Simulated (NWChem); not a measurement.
Species: HgCl, doublet; SMILES [Hg][Cl]

Program: NWChem. Spin-unrestricted. The geometry was optimised at PBE0/def2-SVP, spin-unrestricted. This spin state was assumed; another may lie lower. No stability test was run on the SCF state. def2 effective core potentials on Hg; no spin-orbit coupling. B3LYP is NWChem's, with the RPA form of VWN correlation. Vertical excitations in the gas phase; the lowest state need not have the same character in each row. Excited states of an open shell can be spin-contaminated.

For level UHF/def2-SVP, CIS:

```yaml
lowest excitation (eV): 3.26
lowest state with f > 0.02 (eV): 3.98
oscillator_strength_of_that_bright_state: 0.128
lowest empty minus highest occupied level, either spin (eV): 8.37
```

**Question.** Estimate the same quantities for level B3LYP/def2-SVP, TDA.

**Answer.** 
| Item | Result |
|---|---|
| lowest excitation (eV) | 1.58 |
| lowest state with f > 0.02 (eV) | 3.84 |
| oscillator strength of that bright state | 0.110 |
| lowest empty minus highest occupied level, either spin (eV) | 2.18 |
